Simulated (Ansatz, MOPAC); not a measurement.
The molecule CoF+, multiplicity 4 (lowest of 2S+1 = 2, 4, 6 at CCSD(T)/def2-TZVPP on PBE0 minima; our sources give no spin for the ground state, which may be another). No spin–orbit coupling. Co is treated without relativity.

Seven points along R, fitted to fifth degree in 1/R; most abundant isotopes. In def2 and cc sets the state is the lowest found near the PBE0 minimum, followed along R.

Correlated levels freeze the inner cores; with def2 sets outer-core shells near the valence are correlated too. The state that PM7 reach isn't checked; PM7 holds dispersion and hydrogen-bond terms.

Programs: Ansatz (Gaussian basis) for Hartree–Fock, density functionals and correlated methods; MOPAC for PM7 (differences of heats of formation). Each number belongs to the level named beside it.

```
level                 r_e (Å)  ω_e (cm⁻¹)  ω_e x_e (cm⁻¹)
--------------------  -------  ----------  --------------
PM7                     1.689         814             4.2
PBE/def2-TZVPP          1.693         725             4.1
r2SCAN/def2-TZVPP       1.685         763             3.8
B97M-V/def2-TZVPP       1.689         764             3.8
BHLYP/def2-TZVPP        1.699         777             3.3
CAM-B3LYP/def2-TZVPP    1.683         780             3.5
wB97X-V/def2-TZVPP      1.686           ?             3.3
CCSD(T)/def2-TZVPP          ?           ?             3.5
```

Question: Complete the blanks.

Answer: 
- CCSD(T)/def2-TZVPP, r_e (Å): 1.695
- CCSD(T)/def2-TZVPP, ω_e (cm⁻¹): 766
- wB97X-V/def2-TZVPP, ω_e (cm⁻¹): 776

Doubts at one or more of the structures used: a spin-contaminated determinant (PM7).

Ansatz is an electronic-structure program.
